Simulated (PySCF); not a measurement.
The PySCF input:
```python
from pyscf import gto, scf, dft

mol = gto.Mole()
mol.atom = '''
    As   -0.91408271    0.11757606   -1.17441154
    As    0.56448145    1.36964334    0.18453076
    As    0.91952912   -1.12533990   -0.34159932
    As   -0.56992786   -0.36187950    1.33148010
'''
mol.basis = 'pcseg-1'
mol.charge = 1
mol.spin = 3
mol.verbose = 4
mol.build()

mf = dft.ROKS(mol)
mf.xc = 'b3lyp'
mf = mf.density_fit(auxbasis='def2-universal-jkfit')
mf.kernel()
mf.analyze()
```

Question: What does this run give for the number of basis functions, total energy?

Answer: 
* **number of basis functions**: 108
* **total energy**: -8942.2984 Eh

These values belong to the state on which the SCF converged, which isn't shown to be the lowest.
